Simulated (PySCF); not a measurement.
Species: tert-butyl ethyl sulfide, C6H14S.
Cartesian coordinates in Å at the PBE0-D3(BJ)/def2-SVP level; atoms count from 1:
```xyz
21
C6H14S angstrom
C      3.453    0.033    0.801
C      2.050   -0.207    0.270
S      0.933    1.043    0.965
C     -0.700    0.642    0.201
C     -1.645    1.686    0.793
C     -0.636    0.790   -1.315
C     -1.151   -0.759    0.597
H      3.477   -0.030    1.900
H      4.150   -0.717    0.401
H      3.820    1.030    0.513
H      2.043   -0.141   -0.829
H      1.704   -1.214    0.550
H     -1.326    2.706    0.527
H     -1.680    1.612    1.891
H     -2.664    1.532    0.405
H      0.035    0.047   -1.770
H     -1.637    0.639   -1.753
H     -0.281    1.792   -1.597
H     -2.167   -0.952    0.214
H     -0.492   -1.534    0.179
H     -1.164   -0.872    1.691
```

Linear response at CAM-B3LYP/def2-SVPD (PySCF, frozen core in the response, non-relativistic). One conformer (not necessarily the lowest) at the PBE0-D3(BJ)/def2-SVP geometry, without solvent, vibrations or thermal averaging.

Static isotropic polarisability: 96.98 au (14.37 Å³), principal values 85.8, 89.8, 115.3 au.

Q: What is the polarisability at 1064 nm and at the sodium D line?

A: 97.74 au at 1064 nm (+0.8 %), 99.52 au at 589.3 nm (+2.6 %). The rise at 589.3 nm is 3.35 times that at 1064 nm; a pure ω² law gives 3.26. The lowest singlet lies at 224 nm, shorter than both wavelengths.

Q: What is the isotropic C6 coefficient between two such molecules, C6 = (3/π)∫α(iω)² dω?

A: 3912 au (Eh·bohr⁶) by a ten-point quadrature over imaginary frequencies, which is 2340 eV·Å⁶ or 226 J·nm⁶/mol.

Q: Which effective excitation energy ω̄ makes London's formula C6 = (3/4)α²ω̄ exact here?

A: ω̄ = 4·C6/(3α²) = 0.554 Eh = 15.1 eV. A one-pole form α(ω) = α/(1 − ω²/ω̄²) fitted to the 1064 nm value gives 13.2 eV.

Q: How many electrons N does the Slater–Kirkwood formula C6 = (3/4)·√N·α^(3/2) need to give this C6?

A: N = (4·C6/3)²/α³ = 29.8; the species has 66 electrons in all.

Q: The lowest 6 singlets have (eV, f): 5.54, 0.000; 6.15, 0.037; 6.54, 0.007; 6.91, 0.028; 7.01, 0.007; 7.52, 0.018. What share of the static polarisability do they carry in the sum over states α = Σ f/ω²?

A: 1.61 au, 1.7 % of α; the largest term, 0.72 au, is that of the state at 6.15 eV. Their oscillator strengths add up to 0.10. Higher states carry the rest.

Q: What three-body coefficient follows from the one-pole estimate C9 = (3/4)·α·C6?

A: 285000 au. This is an estimate from the two numbers above, not a computed integral.

Q: What n − 1 at the D line would an ideal gas of it have at 273.15 K and 1 atm (2.6868 × 10¹⁹ cm⁻³), by n − 1 = 2π·N·α′?

A: 24.90 × 10⁻⁴, a formal value whether or not that pressure can be reached.

Q: How anisotropic is the static polarisability, by Δα² = ½[(α1 − α2)² + (α2 − α3)² + (α3 − α1)²]?

A: Δα = 27.7 au, or 0.29 of the isotropic value.
